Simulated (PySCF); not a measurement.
**Worked example: oscillator strength and radiative lifetime**

CHF₂, SMILES F[CH]F (connectivity only; charge and spin as stated), charge +1, multiplicity 1.

Coordinates come from a PBE0-D3(BJ)/def2-TZVP optimisation. The spin state was assumed, not searched. The isomer is the one that the SMILES or the coordinates give; other isomers of the formula were not compared.

PySCF with TDDFT-PBE/def2-TZVPD puts the first singlet state with f over 0.02 at 9.99 eV (vertical), with the transition dipole (0.000, 0.684, 0.000) in atomic units.

Find the oscillator strength, the wavelength and the radiative lifetime that this transition would have in vacuum if emission retraced absorption.


|μ|² = 0.4679 au, so |μ| = 1.74 D. ΔE = 9.99/27.211 = 0.3671 hartree. f = (2/3) ΔE |μ|² = 0.115 (the program prints 0.114).
λ = 1239.84/9.99 = 124 nm; ν = 80575 cm⁻¹.
Einstein's coefficient A = 0.6670 ν² f s⁻¹ (ν in cm⁻¹) = 5.0e8 s⁻¹, so τ = 1/A = 2.0 ns. This state is S3; the lower singlets have f = 0.005, 0.000. The figure is the radiative limit of this one transition; relaxation, internal conversion, crossing to triplets and a medium change what is measured.
